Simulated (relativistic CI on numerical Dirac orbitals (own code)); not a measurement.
Hg LXVI: q coefficients and field-shift factors

Calculated at this level of theory: Dirac-Coulomb-Breit CI, KLI orbitals optimised for each configuration, derivatives by finite differences, unscaled Slater integrals, QED left out (own radial code, finite nucleus).

Configurations in the expansion (outside the closed core [Ne]): 3s2 3p3, 3s2 3p2 3d, 3s 3p4, 3s2 3p 3d2, 3p5, 3s 3p3 3d, 3p3 3d2, 3s 3p2 3d2. Levels of other configurations are missing.

With x = (α/α₀)² − 1 an excitation energy changes as ω = ω₀ + qx; K = 2q/ω₀ is the relative enhancement. Terms are leading LS components, so labels can repeat. The field-shift factor is F = δν/δ⟨r²⟩ for the transition from the lowest level.

Lowest level 3s2 3p3 2P°_3/2.

```tsv
Level	ω₀ (cm⁻¹)	q (cm⁻¹)	F (GHz/fm²)
3s2 3p2 3d 2D_3/2	2075960	134000	43.6
3s2 3p2 3d 2D_5/2	3140493	1.129e+06	48.4
3s2 3p3 4S°_3/2	4049122	5.302e+06	-1100
3s2 3p3 2D°_5/2	4154027	5.294e+06	-1110
3s2 3p3 2P°_1/2	4292943	5.309e+06	-1100
3s 3p4 4P_5/2	5699677	5.75e+06	-13400
3s 3p4 2P_3/2	5951448	5.633e+06	-8640
3s 3p4 2S_1/2	5980348	5.737e+06	-11900
3s2 3p2 3d 4F_5/2	6090925	5.417e+06	-1120
3s2 3p2 3d 4D_1/2	6120926	5.435e+06	-1260
3s2 3p2 3d 4F_3/2	6133122	5.472e+06	-2740
3s2 3p2 3d 2G_7/2	6202143	5.412e+06	-1040
3s2 3p2 3d 2D_5/2	6480037	5.48e+06	-1570
3s2 3p2 3d 2P_1/2	6584301	5.551e+06	-2970
3s2 3p2 3d 2D_3/2	6614272	5.612e+06	-4920
3s2 3p2 3d 4D_7/2	7029980	6.388e+06	-1010
3s2 3p2 3d 2G_9/2	7148694	6.383e+06	-1010
3s2 3p2 3d 2P_3/2	7151952	6.423e+06	-1240
3s2 3p2 3d 2F_5/2	7183498	6.42e+06	-1080
3s2 3p2 3d 2D_5/2	7357476	6.383e+06	-1360
3s2 3p2 3d 2F_7/2	7374497	6.408e+06	-1040
3s2 3p2 3d 2D_3/2	7451251	6.417e+06	-1080
3s2 3p2 3d 2P_1/2	7487452	6.412e+06	-1360
```

At this charge energies of transitions that change n are usually good to better than 1 %, and those within a shell (Δn = 0) to a few per cent.

(1) Which transition from the lowest level has the largest |K|?

## Answers

(1) 3s2 3p3 4S°_3/2 at 4049122 cm⁻¹, K = 2.62.
